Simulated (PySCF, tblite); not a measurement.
One entry of a table of gas-phase calculations, keyed by method. Lists by class give the value and the number of equivalent atoms.

```json
{
 "formula": "C5H3F4O",
 "smiles": "FC1=CO[CH][C@H]1C(F)(F)F",
 "inchi": "InChI=1S/C5H3F4O/c6-4-2-10-1-3(4)5(7,8)9/h1-3H/t3-/m1/s1",
 "charge": 0,
 "multiplicity": 2,
 "geometry_level": "GFN2-xTB",
 "electronic_structure_code": "PySCF",
 "results": {
  "GFN2-xTB geometry": {
   "point_group": "C1",
   "rotational_constants_GHz": [2.057, 1.213, 0.912]
  },
  "GFN2-xTB harmonic vibrations, gas phase": {
   "strongest_ir_bands_cm-1_km_per_mol_modes": [
    [1059.0, 254.9, 1],
    [1074.6, 232.6, 1],
    [1110.7, 211.1, 1],
    [1215.8, 56.0, 1],
    [1261.4, 227.6, 1],
    [1297.3, 49.5, 1]
   ],
   "zpe_kcal_per_mol": 45.3
  },
  "UKS B3LYP, pcH-1 on C F H O, non-relativistic, mean-field spin-orbit, GIAO": {
   "g_iso": 2.00336,
   "g_tensor": [2.00219, 2.00344, 2.00446],
   "s2": 0.756,
   "a_iso_by_class_MHz": [
    ["1H", 137.6, 1],
    ["13C", 122.7, 1],
    ["13C", 96.2, 1],
    ["1H", -59.3, 1],
    ["13C", -37.5, 1]
   ]
  }
 }
}
```

The rotational constants make it an asymmetric top with κ = (2B − A − C)/(A − C) = -0.47, nearer the prolate limit (−1). With B = h/(8π²I), that is 505.379 GHz u Å² over I, the principal moments of inertia are 245.7, 416.6 and 553.9 u Å² (most abundant isotopes). g_iso is shifted by about +1040 ppm from the free-electron value 2.002319; the principal values span 0.0023. ⟨S²⟩ is 0.006 above the pure-spin value S(S + 1) = 0.75. The zero-point energy, half the sum of the 33 harmonic wavenumbers, equals 15840 cm⁻¹ or 189 kJ/mol.

 In GFN2-xTB open shells enter through the occupations alone, without spin polarisation, so single modes can be far off. Hyperfine couplings depend on the geometry, which wasn't re-optimised at a DFT level. Couplings of like nuclei are plain means over topologically equivalent atoms, as if these changed places fast (by rotation of a methyl-like group, say); in this geometry the members of some sets differ.

For the vibration job (GFN2-xTB), the run took 0.47 s of wall time on one thread, AMD EPYC 7B13 (x86_64), on a shared host.

The values belong to the conformer `[F:1][C:2]1=[CH:3][O:4][CH:5][C@H:6]1[C:7]([F:8])([F:9])[F:10]`: C5–C6–C7–F8 -62°.
